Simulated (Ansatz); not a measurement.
The molecule MoW, closed-shell singlet (lowest of 2S+1 = 1, 3, 5 at CCSD(T)/def2-TZVPP on PBE0 minima; our sources give no spin for the ground state, which may be another). No spin–orbit coupling.

Seven points along R, fitted to fifth degree in 1/R; most abundant isotopes. In def2 and cc sets the state is the lowest found near the PBE0 minimum, followed along R. The singlet is held restricted.

Programs: Ansatz (Gaussian orbitals). Values without a source in brackets are computed. In def2 rows elements past Kr take small-core potentials, without spin–orbit coupling.

**Question.** What bond length and harmonic frequency does B3LYP/def2-TZVPP give?

**Answer.** r_e = 1.950 Å, ω_e = 492 cm⁻¹.

**Question.** What bond length and harmonic frequency does PBE0/def2-TZVPP give?

**Answer.** r_e = 1.929 Å, ω_e = 512 cm⁻¹.

**Question.** What bond length and harmonic frequency does wB97X-V/def2-TZVPP give?

**Answer.** r_e = 1.908 Å, ω_e = 543 cm⁻¹.

Ansatz is a first-principles code.
